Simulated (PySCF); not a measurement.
Ligand exchange on a metal centre used in film growth or etching (Nb Cl-NH2). All species are isolated molecules in the gas phase. One relaxed conformer stands for each flexible species; it need not be the lowest. In the def2 sets, heavy atoms carry core potentials. All members: neutral, multiplicity 1. Level: TPSSh-D3(BJ)/def2-TZVP // r2SCAN-D4/def2-SVP (PySCF), beside PBE-D3(BJ)/def2-TZVP // r2SCAN-D4/def2-SVP (PySCF) at the same geometries.  Orbital energies are measured against the vacuum level.

```tsv
species	HOMO, PBE (eV)	HOMO, TPSSh-D3(BJ) (eV)
[Nb(Cl)5]	-7.84	-8.50
[Nb(Cl)4(NH2)]	-7.38	-8.02
[Nb(Cl)3(NH2)2]	-7.01	withheld
[Nb(Cl)2(NH2)3]	-6.17	-6.79
[Nb(Cl)(NH2)4]	-5.77	-6.38
[Nb(NH2)5]	-5.13	-5.69
```

Q: Fit y = a + b·x, y being the HOMO at the first level, to the 5 complete rows by least squares, with x = the PBE value in eV. Give a, b and the rms residual, and predict the withheld value.

A: Means of the 5 rows: x̄ = -6.458, ȳ = -7.076 eV. Σ(x − x̄)² = 5.0799 and Σ(x − x̄)(y − ȳ) = 5.2402, so b = 1.032 and a = ȳ − b·x̄ = -0.411 eV. The rms residual is 0.011 eV. At x = -7.01 the line gives -7.65 eV. The run for [Nb(Cl)3(NH2)2] gave -7.63 eV, so the line is off by 0.02 eV, within twice the rms residual.

Codes: PySCF.
